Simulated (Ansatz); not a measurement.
Consider the homolysis of the B–N bond: `BN[SiH](O)F` → `[BH2]`• + `[NH][SiH](O)F`•.

Isolated molecules relaxed with PBE0-D4/def2-TZVP in Ansatz; ΔE leaves out vibrations. CCSD(T)/CBS is the MP2 limit (def2-TZVPP, def2-QZVPP) plus CCSD(T) − MP2 in def2-TZVPP, frozen cores. This one scheme is used for every species. Functionals use def2-TZVPP. Open shells (•) are unrestricted, without spin–orbit coupling. Each species was taken in one conformer, which may not be the lowest.

Task: What is ΔE at CCSD(T)/CBS? (An estimate is asked.)

Result: Ansatz gave: +152.7 kcal/mol.

Task: What do these levels give: revPBE-D4, BHLYP-D4, r2SCAN0, SCS-MP2/def2-TZVPP, MP2/def2-QZVPP, SCS-MP2/def2-QZVPP? (Best estimate.)

Result: Computed: revPBE-D4 146.3, BHLYP-D4 146.2, r2SCAN0 144.9, SCS-MP2/def2-TZVPP 152.8, MP2/def2-QZVPP 157.5, SCS-MP2/def2-QZVPP 154.6 kcal/mol.

Largest T1 diagnostic among the species: 0.013.

From PBE to PBE0 (25 % exact exchange), in def2-TZVPP and without D4, ΔE moves by −0.8 kcal/mol: exact exchange takes away binding that semilocal exchange gives to molecules. In def2-TZVPP, CCSD(T) changes the Hartree–Fock value by +32.5 kcal/mol (the triples alone add +2.8 kcal/mol) and MP2 by +38.5 kcal/mol; breaking electron pairs costs correlation energy, which Hartree–Fock lacks. Leaving LDA and LC-ωPBE aside and taking each functional with its dispersion term where it has one, the values, not all of them listed here, spread over 8.5 kcal/mol, from r2SCAN0-D4 to ωB97M-V. LDA lies +21.4 kcal/mol from PBE without D4, its usual overbinding.
